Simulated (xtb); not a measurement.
Cl6W, charge +1, doublet, geometry from GFN2-xTB (such geometries of metal compounds can be far from the true shape) (the multiplicity is a formal guess); GFN1-xTB in xtb.

Input for xtb:
```
$ xtb mol.xyz --gfn 1 --chrg 1 --uhf 1 --json

# file mol.xyz
7

W     -0.09587042    -0.05254295     0.20143651
Cl     1.91016523     0.84070503    -1.06707541
Cl     0.86905186     0.19837681     2.14553329
Cl    -0.29585744     0.04403604    -2.32480006
Cl    -2.10446551    -0.87546033     0.45023518
Cl    -0.80141856     2.05683636     0.10282837
Cl     0.83984273    -2.03577753    -0.18356266
```

Problem. Write the output that xtb gives for this input, abridged.

Solution. 
```
   ID    Z sym.   atoms
    1   74 W      1
    2   17 Cl     2-7

           -------------------------------------------------
          |                Calculation Setup                |
           -------------------------------------------------

           -------------------------------------------------
          |                 G F N 1 - x T B                 |
           -------------------------------------------------

          ...................................................
          :                      SETUP                      :
          :.................................................:
          :  # basis functions                  70          :
          :  # atomic orbitals                  63          :
          :  # shells                           21          :
          :  # electrons                        47          :
          :  # halogen bonds                     0          :
          :  max. iterations                   250          :
          :  Hamiltonian                  GFN1-xTB          :
          :  restarted?                      false          :
          :  GBSA solvation                  false          :
          :  PC potential                    false          :
          :  electronic temp.          300.0000000     K    :
          :  accuracy                    1.0000000          :
          :  -> integral cutoff          0.2500000E+02      :
          :  -> integral neglect         0.1000000E-07      :
          :  -> SCF convergence          0.1000000E-05 Eh   :
          :  -> wf. convergence          0.2000000E-04 e    :
          :  Broyden damping             0.4000000          :
          :  net charge                          1          :
          :  unpaired electrons                  1          :
          ...................................................

 iter      E             dE          RMSdq      gap      omega  full diag
   1    -27.4921272 -0.274921E+02  0.737E+00    2.95       0.0  T
   2    -27.5208075 -0.286803E-01  0.386E+00    2.01       1.0  T
   3    -27.5214150 -0.607542E-03  0.178E+00    1.78       1.0  T
   4    -27.5214442 -0.292050E-04  0.419E-02    1.78       1.0  T
   5    -27.5214486 -0.438340E-05  0.185E-02    1.79       2.0  T
   6    -27.5214488 -0.178647E-06  0.413E-03    1.79       9.2  T
   7    -27.5214488 -0.113497E-07  0.254E-03    1.79      14.9  T
   8    -27.5214488 -0.621190E-08  0.187E-04    1.79     202.1  T
   9    -27.5214488 -0.542961E-10  0.153E-06    1.79   24682.8  T

   *** convergence criteria satisfied after 9 iterations ***

         :::::::::::::::::::::::::::::::::::::::::::::::::::::
         ::                     SUMMARY                     ::
         :::::::::::::::::::::::::::::::::::::::::::::::::::::
         :: total energy             -27.473322291268 Eh    ::
         :: gradient norm              0.038796690792 Eh/a0 ::
         :: HOMO-LUMO gap              1.792668678081 eV    ::
         ::.................................................::
         :: SCC energy               -27.521448826632 Eh    ::
         :: -> electrostatic           0.185684550889 Eh    ::
         :: repulsion energy           0.055120720183 Eh    ::
         :: dispersion energy         -0.006994184818 Eh    ::
         :: halogen bond corr.         0.000000000000 Eh    ::
         :: add. restraining           0.000000000000 Eh    ::
         :: total charge               1.000000000040 e     ::
         :::::::::::::::::::::::::::::::::::::::::::::::::::::

           -------------------------------------------------
          |                Property Printout                |
           -------------------------------------------------

    * Orbital Energies and Occupations

         #    Occupation            Energy/Eh            Energy/eV
      -------------------------------------------------------------
         1        2.0000           -1.1602994             -31.5734
       ...           ...                  ...                  ...
        12        2.0000           -0.7134279             -19.4134
        13        2.0000           -0.7035228             -19.1438
        14        2.0000           -0.6991037             -19.0236
        15        2.0000           -0.6977146             -18.9858
        16        2.0000           -0.6764177             -18.4063
        17        2.0000           -0.6731495             -18.3173
        18        2.0000           -0.6675682             -18.1655
        19        2.0000           -0.6614954             -18.0002
        20        2.0000           -0.6576954             -17.8968
        21        2.0000           -0.6519280             -17.7399
        22        2.0000           -0.6513279             -17.7235
        23        2.0000           -0.6447742             -17.5452
        24        1.0000           -0.6115824             -16.6420 (HOMO)
        25                         -0.5457030             -14.8493 (LUMO)
        26                         -0.5416388             -14.7387
        27                         -0.5401866             -14.6992
        28                         -0.4249880             -11.5645
        29                         -0.3771053             -10.2616
        30                         -0.2825719              -7.6892
        31                         -0.2821769              -7.6784
        32                         -0.2821338              -7.6773
        33                         -0.2820999              -7.6763
        34                         -0.2810371              -7.6474
        35                         -0.2810041              -7.6465
       ...                                ...                  ...
        63                          0.7259350              19.7537
      -------------------------------------------------------------
                  HL-Gap            0.0658794 Eh            1.7927 eV
             Fermi-level           -0.6034102 Eh          -16.4196 eV

  Mulliken/CM5 charges         n(s)   n(p)   n(d)
     1W     1.32399  1.77360   0.399  0.941  3.335
     2Cl   -0.02609 -0.06671   1.908  5.118  0.000
     3Cl   -0.02296 -0.11978   1.874  5.162 -0.013
     4Cl   -0.02609 -0.06671   1.908  5.118  0.000
     5Cl   -0.02296 -0.11978   1.874  5.162 -0.013
     6Cl   -0.11294 -0.20031   1.872  5.251 -0.011
     7Cl   -0.11294 -0.20031   1.872  5.251 -0.011

Wiberg/Mayer (AO) data.
largest (>0.10) Wiberg bond orders for each atom

 ---------------------------------------------------------------------------
     #   Z sym  total        # sym  WBO       # sym  WBO       # sym  WBO
 ---------------------------------------------------------------------------
     1  74 W    6.641 --     3 Cl   1.380     5 Cl   1.380     6 Cl   1.259
                             7 Cl   1.259     2 Cl   0.681     4 Cl   0.681
     2  17 Cl   1.269 --     1 W    0.681     4 Cl   0.459
     3  17 Cl   1.637 --     1 W    1.380
     4  17 Cl   1.269 --     1 W    0.681     2 Cl   0.459
     5  17 Cl   1.637 --     1 W    1.380
     6  17 Cl   1.507 --     1 W    1.259     7 Cl   0.117
     7  17 Cl   1.507 --     1 W    1.259     6 Cl   0.117
 ---------------------------------------------------------------------------

Topologies differ in total number of bonds
Writing topology from bond orders to xtbtopo.mol

 dipole moment from electron density (au)
     X       Y       Z
  -0.3965  -0.2173   0.8332  total (Debye):    2.409

           -------------------------------------------------
          | TOTAL ENERGY              -27.473322291268 Eh   |
          | GRADIENT NORM               0.038796690792 Eh/α |
          | HOMO-LUMO GAP               1.792668678081 eV   |
           -------------------------------------------------

normal termination of xtb
```
